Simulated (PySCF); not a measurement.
Q: What does the GFN2-xTB structure of `FC(F)(F)COCCCl` look like in three dimensions?

A: 
Z-matrix in Å and degrees, rows numbered from 1:
```
F 
C   1  1.3414
F   2  1.3337  1  107.28
F   2  1.3423  1  106.31  3  -114.05
C   2  1.5365  1  110.52  3   123.21
O   5  1.3916  2  113.64  1  -164.09
C   6  1.4203  5  115.33  2   -71.86
C   7  1.5214  6  106.69  5  -167.84
Cl  8  1.7749  7  109.61  6   177.43
H   5  1.0936  2  107.21  1   -46.78
H   5  1.1008  2  107.17  1    71.12
H   7  1.0971  6  111.24  5    72.23
H   7  1.0989  6  110.09  5   -48.24
H   8  1.0894  7  110.48  6    58.47
H   8  1.0892  7  110.63  6   -63.45
```

The C–O distances run from 1.392 Å (C5–O6, drawn single) to 1.420 Å (O6–C7, drawn single), a spread of 0.028 Å. O6 (ether oxygen) is bent (angle 115.3°). Of the pairs four or more bonds apart, F4···H12 is among the closest relative to their van der Waals radii: 2.52 Å, 94 % of the sum of Bondi's values.

Structure optimised with GFN2-xTB, isolated species.

Point group: C1 (no symmetry element, even within 0.4 Å). Stationary, but not proved a minimum. One conformer, not necessarily the lowest (C2–C5–O6–C7 -72°, C5–O6–C7–C8 -168°, O6–C7–C8–Cl9 177°).

All values are computed, not measured.
